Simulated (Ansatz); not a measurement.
| atom | x (Å) | y (Å) | z (Å) |
| --- | --- | --- | --- |
| C | 0.0000 | 0.0000 | -0.6384 |
| F | 0.0000 | 1.1057 | 0.2128 |
| F | 0.0000 | -1.1057 | 0.2128 |

Basis set: def2-TZVP (spherical functions). Left uncorrelated: 3 orbitals. Charge 0, multiplicity 1.

Computed with Ansatz (development build ahead of 0.2.0); each method stands on the lowest determinant of its kind that the runs found. Restricted open shells among the atoms or ions are ROHF, correlated in semicanonical orbitals with singles.

Give the atomization energy at this shape (free ground-state atoms in the same class of orbitals less the molecule, no zero-point energy) of singlet CF2 by RHF-MP2, RHF.

```
 method  atomization energy
RHF-MP2     254.48 kcal/mol
    RHF     151.74 kcal/mol
```

Caution: the shape is not the minimum.
